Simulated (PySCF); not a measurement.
**S+ (sulfur, charge +1) across methods**

[Ne] 3s1 3p4, high-spin 4P determinant (an excited configuration). All numbers are calculated (PySCF 2.14, no relativity, point nucleus, in def2-TZVPPD (6s6p4d1f, 51 functions)).

```json
{"method": "LDA", "E (hartree)": "-395.9609", "mean ε 3s α (eV)": "-29.383", "mean ε 3p α (eV)": "-18.536", "mean ε 3p β (eV)": "-15.682", "Σ⟨r²⟩ (bohr²)": "21.56", "⟨S²⟩": "3.753"}
{"method": "r2SCAN", "E (hartree)": "-397.3395", "mean ε 3s α (eV)": "-30.696", "mean ε 3p α (eV)": "-19.125", "mean ε 3p β (eV)": "-15.756", "Σ⟨r²⟩ (bohr²)": "21.47", "⟨S²⟩": "3.756"}
{"method": "TPSSh", "E (hartree)": "-397.3715", "mean ε 3s α (eV)": "-30.970", "mean ε 3p α (eV)": "-19.353", "mean ε 3p β (eV)": "-16.170", "Σ⟨r²⟩ (bohr²)": "21.43", "⟨S²⟩": "3.753"}
{"method": "PBE0", "E (hartree)": "-397.2128", "mean ε 3s α (eV)": "-32.189", "mean ε 3p α (eV)": "-20.162", "mean ε 3p β (eV)": "-16.726", "Σ⟨r²⟩ (bohr²)": "21.47", "⟨S²⟩": "3.753"}
{"method": "PBE", "E (hartree)": "-397.1819", "mean ε 3s α (eV)": "-29.502", "mean ε 3p α (eV)": "-18.552", "mean ε 3p β (eV)": "-15.731", "Σ⟨r²⟩ (bohr²)": "21.48", "⟨S²⟩": "3.753"}
{"method": "LC-wPBE", "E (hartree)": "-397.2325", "mean ε 3s α (eV)": "-35.518", "mean ε 3p α (eV)": "-23.129", "mean ε 3p β (eV)": "-19.577", "Σ⟨r²⟩ (bohr²)": "21.37", "⟨S²⟩": "3.753"}
{"method": "BHandHLYP", "E (hartree)": "-397.3529", "mean ε 3s α (eV)": "-34.551", "mean ε 3p α (eV)": "-21.448", "mean ε 3p β (eV)": "-17.688", "Σ⟨r²⟩ (bohr²)": "21.56", "⟨S²⟩": "3.754"}
{"method": "UHF", "E (hartree)": "-396.78090", "mean ε 3s α (eV)": "-39.601", "mean ε 3p α (eV)": "-24.368", "mean ε 3p β (eV)": "-18.283", "Σ⟨r²⟩ (bohr²)": "21.82", "⟨S²⟩": "3.761"}
```

Problem. Estimate the same row for wB97X-V.

Solution. E (hartree) = -397.2760; mean ε 3s α (eV) = -34.875; mean ε 3p α (eV) = -22.510; mean ε 3p β (eV) = -19.142; Σ⟨r²⟩ (bohr²) = 21.54; ⟨S²⟩ = 3.753.
